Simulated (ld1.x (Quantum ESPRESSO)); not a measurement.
**Varying the TM potential for palladium**

Base potential:

```
Element                 : Pd (Z = 46)
Generator               : ld1.x (Quantum ESPRESSO) 7.5
Type                    : norm-conserving Troullier–Martins (Kleinman–Bylander form)
Functional              : PBEsol
Relativity              : scalar-relativistic
Frozen core             : [Ar] 3d10
Valence charge          : 18
Reference configuration : 4s2 4p6 4d10 5s0
Partial waves           : 4s (bound): rc 1.45 bohr; 4d (bound): rc 1.20 bohr; 4p (bound): rc 1.45 bohr
Local potential         : the p channel
Core correction         : none
```

Cutoffs, loose and tight: the cutoffs (Ry, on a coarse ladder) from which the occupation-weighted sum of valence levels, in a spherical-Bessel basis at the reference potential, stays within 10 and 1 mRy of its value at 400 Ry. They do not see the model core or the augmentation charge, which bear on the density cutoff. Test errors are all-electron minus pseudo excitation energies from the reference, over the configurations 4s2 4p6 4d9 5s0; 4s2 4p6 4d8 5s0; 4s2 4p6 4d7 5s0; 4s2 4p5 4d10 5s0; 4s2 4p6 4d6 5s0; 4s1 4p6 4d10 5s0; 4s2 4p6 4d8 5s1. A dash means not determined; rows that change the core or the reference have their own tests.

```csv
change,outcome,"cutoff, loose","cutoff, tight",bound ghosts,largest test error (meV)
base,generated,80 Ry,110 Ry,none,+803
wave 4p (bound): rc 1.45 bohr becomes 4p (bound): rc 0.98 bohr,generated,140 Ry,180 Ry,none,+621
wave 4p (bound): rc 1.45 bohr becomes 4p (bound): rc 1.14 bohr,generated,140 Ry,180 Ry,none,+651
wave 4p (bound): rc 1.45 bohr becomes 4p (bound): rc 1.30 bohr,generated,90 Ry,140 Ry,none,+735
wave 4p (bound): rc 1.45 bohr becomes 4p (bound): rc 1.40 bohr,generated,80 Ry,120 Ry,none,+784
wave 4p (bound): rc 1.45 bohr becomes 4p (bound): rc 1.54 bohr,generated,80 Ry,100 Ry,none,+840
wave 4p (bound): rc 1.45 bohr becomes 4p (bound): rc 1.68 bohr,generated,80 Ry,100 Ry,none,+913
wave 4p (bound): rc 1.45 bohr becomes 4p (bound): rc 1.86 bohr,generated,80 Ry,100 Ry,none,+950
wave 4p (bound): rc 1.45 bohr becomes 4p (bound): rc 1.98 bohr,generated,80 Ry,100 Ry,none,+940
wave 4p (bound): rc 1.45 bohr becomes 4p (bound): rc 2.16 bohr,generated,80 Ry,100 Ry,none,+849
```

Reading the sweep of the p radius (base included, trends over the rows without a ghost): The loose cutoff falls from 140 Ry at 0.98 to 80 Ry at 2.16 bohr. A larger radius leaves more room for a smooth pseudo-wave, so fewer plane waves are needed; a smaller one forces it to follow the all-electron wave where it bends sharply. The median size of the test errors (rows with all tests solved) is not monotonic: lowest 26.8 meV at 0.98 bohr, highest 76.8 meV at 1.68 bohr.
